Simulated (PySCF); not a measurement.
## Bond curve of KAl

Set-up: PySCF, no relativity, basis sets K pcseg-1, Al pcseg-1. Energies in eV from K + Al in their ground configurations at the same level. State: ³Π (triplet), unpaired electrons σ ↑, π ↑.

| R (Å) | UHF-SCS-MP2 |
| --- | --- |
| 2.908 | -0.0328 |
| 3.043 | -0.1834 |
| 3.178 | -0.2720 |
| 3.280 | -0.3077 |
| 3.381 | -0.3236 |
| 3.482 | -0.3245 |
| 3.618 | -0.3095 |
| 3.787 | -0.2757 |
| 3.990 | -0.2279 |
| 4.260 | -0.1694 |

Problem. Put a parabola through the three lowest points of the UHF-SCS-MP2 curve and estimate Re, k and ωe (reduced mass 15.94 u; 1 eV/Å² = 0.16022 mdyn/Å; ωe = 1302.8·√(k/μ) cm⁻¹).

Solution. Through R = 3.381, 3.482, 3.618 Å the second-order coefficient is 0.503 eV/Å², so Re ≈ 3.440 Å, k ≈ 0.161 mdyn/Å and ωe ≈ 131 cm⁻¹. A polynomial fit of higher order to the unrounded UHF-SCS-MP2 energies gives Re = 3.438 Å, k = 0.195 mdyn/Å, ωe = 144 cm⁻¹; anharmonicity and rounding make the difference.

The higher-order fit for each curve: UHF-SCS-MP2: Re = 3.438 Å, ωe = 144 cm⁻¹, De = 0.326 eV.

Correlated steps freeze 10 core orbitals. The bond is weak. Basis-set superposition, not corrected here, can be much of De in a small basis, most of all at correlated wavefunction levels. The state was picked by a PBE0 search and need not be the measured ground state.
